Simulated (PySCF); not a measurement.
Vertical excitations of a molecule C₂H₉NOSi from TDA-M06-2X/def2-SVPD in PySCF 2.14.0, as energy in eV (oscillator strength): 7.04 (0.049), 7.32 (0.017), 7.90 (0.000), 8.03 (0.021), 8.12 (0.041), 8.25 (0.002), 8.55 (0.008), 8.60 (0.038), 8.84 (0.147), 8.96 (0.016). Lowest triplet (TDA): 6.76 eV. Coordinates come from a r2SCAN-D4/def2-SVP optimisation. Other conformers were not sampled.

Problem. Which structure fits?
(A) CC[Si@@H](N)O
(B) CO[Si@H](C)N
(C) C[C@H](N)[SiH2]O
(D) COC[SiH2]N

Solution. A, CC[Si@@H](N)O
